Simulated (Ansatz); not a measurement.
C5H12OSn (`C=C[CH2][SnH]([CH3])[O]C`), relaxed with RKS PBE0-D4/def2-TZVP in the Gaussian-basis code of Ansatz from a PBE-D4/def2-SVP geometry. The force threshold is 0.005 eV/Å; the program also tests the step.

Total charge 0; spin multiplicity 1. Sn: def2 effective core potential.

Start:

```xyz
19

C     0.932    1.337   -2.035
C     0.594    1.783   -0.806
C    -0.671    1.477   -0.084
Sn   -0.356   -0.252    1.247
C     1.637   -0.344    2.065
O    -0.389   -1.883    0.046
C    -1.507   -2.121   -0.771
H     0.247    0.707   -2.628
H     1.904    1.582   -2.487
H     1.329    2.400   -0.254
H    -1.026    2.317    0.547
H    -1.492    1.176   -0.766
H    -1.644   -0.441    2.412
H     2.347    0.038    1.307
H     1.874   -1.401    2.291
H     1.715    0.260    2.989
H    -1.347   -3.072   -1.329
H    -1.681   -1.326   -1.541
H    -2.466   -2.237   -0.204
```

(1) How much energy does the relaxation release, and in how many steps? (An estimate is asked.)

(2) Which bonds change most? (Estimate.)

(3) Give the relaxed structure. (Estimate.)

Results:

(1) Ansatz gave: 12.09 kJ/mol, in 15 steps.

(2) Ansatz gave: Sn4–O6 from 2.026 to 1.975 Å; C3–Sn4 from 2.205 to 2.165 Å; Sn4–C5 from 2.156 to 2.125 Å; Sn4–H13 from 1.747 to 1.721 Å.

(3) Ansatz gave: 
```xyz
19

C     0.891    1.409   -2.057
C     0.614    1.774   -0.810
C    -0.631    1.457   -0.074
Sn   -0.334   -0.271    1.197
C     1.596   -0.365    2.080
O    -0.347   -1.840   -0.003
C    -1.489   -2.133   -0.755
H     0.179    0.851   -2.657
H     1.840    1.654   -2.519
H     1.370    2.324   -0.252
H    -0.957    2.281    0.564
H    -1.451    1.200   -0.748
H    -1.649   -0.482    2.287
H     2.346   -0.228    1.301
H     1.734   -1.343    2.541
H     1.715    0.410    2.837
H    -1.319   -3.066   -1.303
H    -1.721   -1.355   -1.498
H    -2.385   -2.276   -0.132
```
